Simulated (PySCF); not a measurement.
C₂H₅ClGeO, SMILES [Cl][GeH]1[CH2]O[CH2]1.

Coordinates come from a B3LYP-D3(BJ)/def2-SVP optimisation. This is a generated structure with no PubChem entry under its InChIKey; it may be hypothetical.

Calculation: PySCF with PBE/def2-TZVP.

Symmetry labels are those of the subgroup Cs that the program uses (full group Cs).

Computed valence orbital energies around the gap with their symmetry:
```tsv
orbital	symmetry	energy (eV)
HOMO−7	A'	-11.05
HOMO−6	A"	-10.03
HOMO−5	A'	-9.13
HOMO−4	A"	-8.15
HOMO−3	A'	-7.93
HOMO−2	A'	-7.07
HOMO−1	A"	-6.95
HOMO	A'	-6.07
LUMO	A'	-1.15
LUMO+1	A"	-0.74
LUMO+2	A'	-0.28
LUMO+3	A'	0.49
```
